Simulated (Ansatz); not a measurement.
The pair A = CH6Ge (SMILES [CH3][GeH3]) (first 8 atoms), B = H2O (SMILES O); geometry from B3LYP-D3(BJ)/def2-TZVP.
(charge 0, multiplicity 1):
```xyz
11

C     -0.25341     1.63084     0.35152
Ge     0.36108    -0.22090     0.16455
H     -0.69388     1.75869     1.33882
H     -0.99972     1.85844    -0.40894
H      0.58378     2.31874     0.23759
H      1.41222    -0.56168     1.24249
H      0.99943    -0.46636    -1.21691
H     -0.81507    -1.20792     0.32634
O     -0.97528    -0.18889     3.33411
H     -0.06047    -0.48330     3.40089
H     -1.41540    -0.86874     2.81233
```

Cores are frozen in the correlated methods. Filled d and f shells under p-block atoms count as core. MP2 and its Hartree–Fock in aug-cc-pVTZ are density fitted.

The values were computed with Ansatz (Gaussian orbitals). Values without a source in brackets are computed.

The counterpoise-corrected interaction energy is E(AB) − E(A in the pair's basis) − E(B in the pair's basis). Total energies (hartree):

```tsv
level	AB	A in the pair's basis	B in the pair's basis
HF/aug-cc-pVDZ	-2192.7313996	-2116.6902332	-76.0412812
MP2/aug-cc-pVDZ	-2193.2213457	-2116.9575712	-76.2616061
HF/aug-cc-pVTZ	-2192.8361483	-2116.7759967	-76.0602402
MP2/aug-cc-pVTZ	-2193.4274034	-2117.0954469	-76.3292767
CCSD(T)/aug-cc-pVDZ	-2193.2853594	-2117.0083178	-76.2746609
```

Problem. Work out the counterpoise-corrected interaction energy at the basis-set limit: extrapolate the MP2 correlation part as X⁻³, take Hartree–Fock from the larger set, and add the CCSD(T) − MP2 difference of aug-cc-pVDZ.

Solution. 
1. Differences (1 hartree = 627.509 kcal/mol): HF/aug-cc-pVDZ 0.072; MP2/aug-cc-pVDZ -1.361; HF/aug-cc-pVTZ 0.056; MP2/aug-cc-pVTZ -1.682; CCSD(T)/aug-cc-pVDZ -1.494.
2. Correlation parts, MP2 less HF: -1.433 in aug-cc-pVDZ (X = 2), -1.737 in aug-cc-pVTZ (X = 3).
3. Limit (3³·(-1.737) − 2³·(-1.433))/(3³ − 2³) = -1.865; with HF/aug-cc-pVTZ it gives -1.810.
4. CCSD(T) less MP2 in aug-cc-pVDZ: -0.133.
Result: -1.94 kcal/mol, against -1.36 at MP2/aug-cc-pVDZ. It is an estimate of this method's limit, not of the exact value.

Ansatz is a first-principles code.
